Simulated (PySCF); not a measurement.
PySCF input for CH7Cl2NSi2, SMILES CN[Si@H](Cl)[SiH2]Cl, TDA-PBE0/def2-SVPD. The structure is a stationary point at PBE-D3(BJ)/def2-SVP. The structure was generated by enumeration; whether it is a known compound was not checked. Other conformers were not sampled.

```python
import numpy as np
from pyscf import gto, scf, dft, tdscf

mol = gto.M(
    atom='''
    C    -2.02131562   -0.06409856   -1.48983550
    N    -1.81081309   -0.60030335   -0.15402003
    Si   -0.53939399   -0.16254411    0.92548536
    Cl   -0.72370815    1.72206174    1.88437839
    Si    1.47391857    0.13448225   -0.24310228
    Cl    1.72218008   -1.40399142   -1.64469026
    H    -2.50753028   -0.81701064   -2.14504554
    H    -1.04429814    0.17565145   -1.95786576
    H    -2.64047873    0.86204990   -1.51167301
    H    -2.64385652   -1.02719077    0.26089191
    H    -0.52417159   -1.18726745    2.01932547
    H     2.64082883    0.12183968    0.70404094
    H     1.46572525    1.44431353   -0.98058185
    ''',
    basis='def2-SVPD',
    charge=0,
    spin=0,
    max_memory=1600,
    verbose=4,
)
mf = dft.RKS(mol, xc='pbe0').density_fit(auxbasis='def2-universal-jkfit')
mf.grids.level = 3
mf.conv_tol = 1e-9
mf.max_cycle = 100
mf.kernel()
mf.grids = dft.Grids(mol).set(level=1).build(with_non0tab=True)  # coarser grid for the response kernel
td = tdscf.TDA(mf)
td.singlet = True
td.nstates = 10
td.conv_tol = 1e-4
td.positive_eig_threshold = 1e-6
td.kernel(x0=td.get_init_guess(mf, 15))
td.analyze()
tt = tdscf.TDA(mf)
tt.singlet = False
tt.nstates = 4
tt.conv_tol = 1e-4
tt.positive_eig_threshold = 1e-6
tt.kernel(x0=tt.get_init_guess(mf, 9))
tt.analyze(verbose=3)
```

Program output:

```
PySCF version 2.14.0

[INPUT] verbose = 4
[INPUT] num. atoms = 13
[INPUT] num. electrons = 82
[INPUT] charge = 0
[INPUT] spin (= nelec alpha-beta = 2S) = 0
[INPUT] symmetry False subgroup None
[INPUT] Mole.unit = angstrom
[INPUT] Symbol           X                Y                Z      unit          X                Y                Z       unit  Magmom
[INPUT]  1 C     -2.021315620000  -0.064098560000  -1.489835500000 AA   -3.819732933105  -0.121128723379  -2.815381065654 Bohr   0.0
[INPUT]  2 N     -1.810813090000  -0.600303350000  -0.154020030000 AA   -3.421940802877  -1.134408923159  -0.291055674397 Bohr   0.0
[INPUT]  3 Si    -0.539393990000  -0.162544110000   0.925485360000 AA   -1.019306914336  -0.307163851061   1.748913862695 Bohr   0.0
[INPUT]  4 Cl    -0.723708150000   1.722061740000   1.884378390000 AA   -1.367610197616   3.254225058192   3.560959072149 Bohr   0.0
[INPUT]  5 Si     1.473918570000   0.134482250000  -0.243102280000 AA    2.785302427211   0.254134621115  -0.459396729457 Bohr   0.0
[INPUT]  6 Cl     1.722180080000  -1.403991420000  -1.644690260000 AA    3.254448688382  -2.653159265039  -3.108014151140 Bohr   0.0
[INPUT]  7 H     -2.507530280000  -0.817010640000  -2.145045540000 AA   -4.738545478254  -1.543926350456  -4.053548595320 Bohr   0.0
[INPUT]  8 H     -1.044298140000   0.175651450000  -1.957865760000 AA   -1.973437476993   0.331933133883  -3.699830075063 Bohr   0.0
[INPUT]  9 H     -2.640478730000   0.862049900000  -1.511673010000 AA   -4.989781637439   1.629038216709  -2.856647978797 Bohr   0.0
[INPUT] 10 H     -2.643856520000  -1.027190770000   0.260891910000 AA   -4.996164735446  -1.941109232981   0.493014258015 Bohr   0.0
[INPUT] 11 H     -0.524171590000  -1.187267450000   2.019325470000 AA   -0.990540747378  -2.243610317111   3.815972094659 Bohr   0.0
[INPUT] 12 H      2.640828830000   0.121839680000   0.704040940000 AA    4.990443230556   0.230243626305   1.330444557081 Bohr   0.0
[INPUT] 13 H      1.465725250000   1.444313530000  -0.980581850000 AA    2.769819296360   2.729357009704  -1.853031139219 Bohr   0.0

nuclear repulsion = 514.252033154551
number of shells = 86
number of NR pGTOs = 304
number of NR cGTOs = 198
basis = def2-SVPD
ecp = {}


[settings echo left out]
init E= -1595.56347500397
  HOMO = -0.291489148247622  LUMO = -0.0682186369127522  gap/eV = 6.07550
cycle= 1 E= -1595.35587581299  delta_E= 0.208  |g|= 0.404  |ddm|= 4.74
  HOMO = -0.231302657774125  LUMO = -0.038604548707414  gap/eV = 5.24358
cycle= 2 E= -1595.32870469762  delta_E= 0.0272  |g|= 0.524  |ddm|=  1.4
  HOMO = -0.281564061684753  LUMO = -0.0262927502730088  gap/eV = 6.94629
cycle= 3 E= -1595.39963171831  delta_E= -0.0709  |g|= 0.0617  |ddm|= 0.751
  HOMO = -0.272980458088156  LUMO = -0.0283963990753313  gap/eV = 6.65547
cycle= 4 E= -1595.40038082356  delta_E= -0.000749  |g|= 0.0279  |ddm|= 0.117
  HOMO = -0.27631198771893  LUMO = -0.0291069883293096  gap/eV = 6.72679
cycle= 5 E= -1595.40057132077  delta_E= -0.00019  |g|= 0.00591  |ddm|= 0.0448
  HOMO = -0.275649889265353  LUMO = -0.0284486847036987  gap/eV = 6.72669
cycle= 6 E= -1595.40058091395  delta_E= -9.59e-06  |g|= 0.00124  |ddm|= 0.0129
  HOMO = -0.275813878364923  LUMO = -0.0285655986569786  gap/eV = 6.72797
cycle= 7 E= -1595.40058137357  delta_E= -4.6e-07  |g|= 0.000224  |ddm|= 0.00293
  HOMO = -0.27578235843088  LUMO = -0.0285491483311824  gap/eV = 6.72756
cycle= 8 E= -1595.40058138905  delta_E= -1.55e-08  |g|= 6.33e-05  |ddm|= 0.000581
  HOMO = -0.275784444153372  LUMO = -0.0285483203616068  gap/eV = 6.72764
cycle= 9 E= -1595.40058139022  delta_E= -1.16e-09  |g|= 1.48e-05  |ddm|= 0.000138
  HOMO = -0.275783784951896  LUMO = -0.0285493878814833  gap/eV = 6.72759
cycle= 10 E= -1595.40058139028  delta_E= -6.37e-11  |g|= 4.11e-06  |ddm|= 3.09e-05
  HOMO = -0.275783538866559  LUMO = -0.0285495219071796  gap/eV = 6.72758
Extra cycle  E= -1595.40058139028  delta_E= 1.82e-12  |g|= 4.19e-06  |ddm|= 1.12e-05
converged SCF energy = -1595.40058139028
tot grids = 53064
Overwritten attributes  positive_eig_threshold  of <class 'pyscf.tdscf.rks.TDA'>


******** <class 'pyscf.tdscf.rks.TDA'> for <class 'pyscf.df.df_jk.DFRKS'> ********
nstates = 10 singlet
deg_eia_thresh = 1.000e-03
wfnsym = None
conv_tol = 0.0001
eigh lindep = 1e-12
eigh level_shift = 0
eigh max_cycle = 100


Excitation energies (eV)
[5.6610622  5.86760856 6.11949855 6.53891994 6.72034923 6.8493538
 6.95605988 7.14899608 7.171382   7.3344622 ]

** Singlet excitation energies and oscillator strengths **
Excited State   1:      5.66106 eV    219.01 nm  f=0.0057
      41 -> 42       -0.53686
      41 -> 43        0.44370
Excited State   2:      5.86761 eV    211.30 nm  f=0.0406
      41 -> 42        0.44590
      41 -> 43        0.53699
Excited State   3:      6.11950 eV    202.61 nm  f=0.0445
      40 -> 42        0.68935
Excited State   4:      6.53892 eV    189.61 nm  f=0.0215
      40 -> 43       -0.67838
Excited State   5:      6.72035 eV    184.49 nm  f=0.0082
      41 -> 44        0.67631
      41 -> 48        0.13082
Excited State   6:      6.84935 eV    181.02 nm  f=0.0037
      38 -> 42       -0.13078
      39 -> 42        0.68574
Excited State   7:      6.95606 eV    178.24 nm  f=0.0116
      41 -> 45       -0.64060
      41 -> 46       -0.22666
Excited State   8:      7.14900 eV    173.43 nm  f=0.0095
      38 -> 42       -0.50112
      41 -> 45       -0.10152
      41 -> 46        0.36218
      41 -> 47        0.23122
Excited State   9:      7.17138 eV    172.89 nm  f=0.0149
      37 -> 42       -0.14452
      38 -> 42        0.41631
      40 -> 44        0.10251
      41 -> 45       -0.20328
      41 -> 46        0.39286
      41 -> 47        0.24286
Excited State  10:      7.33446 eV    169.04 nm  f=0.0165
      37 -> 42        0.33244
      39 -> 43       -0.10617
      40 -> 44        0.52101
      40 -> 45        0.20091
      40 -> 46       -0.11644
      41 -> 48        0.13834

** Transition electric dipole moments (AU) **
state          X           Y           Z        Dip. S.      Osc.
  1         0.1443      0.0205      0.1418      0.0414      0.0057
  2        -0.2603     -0.2853     -0.3649      0.2823      0.0406
  3        -0.3799      0.2333      0.3131      0.2968      0.0445
  4         0.0702     -0.1649      0.3195      0.1342      0.0215
  5         0.2206      0.0103     -0.0355      0.0500      0.0082
  6        -0.0752      0.0752     -0.1028      0.0219      0.0037
  7         0.0210     -0.1313     -0.2241      0.0679      0.0116
  8        -0.0682      0.0471     -0.2177      0.0543      0.0095
  9         0.1179     -0.2570     -0.0695      0.0848      0.0149
 10        -0.2891     -0.0880      0.0279      0.0921      0.0165

** Transition velocity dipole moments (imaginary part, AU) **
state          X           Y           Z        Dip. S.      Osc.
  1         0.0101     -0.0147      0.0072      0.0004      0.0012
  2        -0.0193     -0.0239     -0.0653      0.0052      0.0161
  3        -0.0840     -0.0069      0.0531      0.0099      0.0294
  4        -0.0010      0.0109      0.0101      0.0002      0.0006
  5         0.0412      0.0138     -0.0165      0.0022      0.0058
  6        -0.0275      0.0318     -0.0310      0.0027      0.0072
  7         0.0093     -0.0189     -0.0431      0.0023      0.0060
  8        -0.0228     -0.0115     -0.0541      0.0036      0.0091
  9         0.0360     -0.0650     -0.0057      0.0056      0.0141
 10        -0.0808     -0.0096      0.0130      0.0068      0.0168

** Transition magnetic dipole moments (imaginary part, AU) **
state          X           Y           Z
  1        -0.0328     -0.1085     -0.3405
  2        -0.2813      0.2841     -0.0162
  3         0.0433     -0.0452      0.2192
  4         0.2723      0.1045      0.3686
  5        -0.1692     -0.2299     -0.0142
  6        -1.0777     -0.5876      0.0966
  7         0.0387     -0.0458      0.0770
  8         0.2325      0.0993     -0.0875
  9        -0.8020      0.4460     -0.5143
 10         0.0239     -0.2606      0.7181


******** <class 'pyscf.tdscf.rks.TDA'> for <class 'pyscf.df.df_jk.DFRKS'> ********
nstates = 4 triplet
deg_eia_thresh = 1.000e-03
wfnsym = None
conv_tol = 0.0001
eigh lindep = 1e-12
eigh level_shift = 0
eigh max_cycle = 100


Excitation energies (eV)
[5.27922417 5.368872   5.58221863 5.76347078]

** Triplet excitation energies and oscillator strengths **
Excited State   1:      5.27922 eV    234.85 nm  f=0.0000
Excited State   2:      5.36887 eV    230.93 nm  f=0.0000
Excited State   3:      5.58222 eV    222.11 nm  f=0.0000
Excited State   4:      5.76347 eV    215.12 nm  f=0.0000
```

Self-consistency was reached.
